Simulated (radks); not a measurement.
Initial-state core-level shifts of the chlorine ion Cl+ when its valence configuration changes from [Ne] 3s2 3p4. All-electron calculation, scalar-relativistic Kohn-Sham, PBE, spin-unpolarised, spherical densities, finite nucleus; Fermi nuclear charge, rms radius 3.3654 fm. Program: a radial shooting solver on a logarithmic mesh with Libxc functionals. Shifts are changes of the shell-averaged eigenvalues in eV (positive: less bound); the change of the density at the nucleus, which sets a Mossbauer isomer shift, is in e/bohr^3, on a base of 3607.

valence	1s	2s	2p	density at nucleus
3s1 3p5	-1.318	-1.315	-1.296	-13.8767
3p6	-2.575	-2.580	-2.540	-28.1103
3s1.5 3p4.5	-0.667	-0.664	-0.655	-6.8921
3s0.5 3p5.5	-1.953	-1.954	-1.924	-20.9505
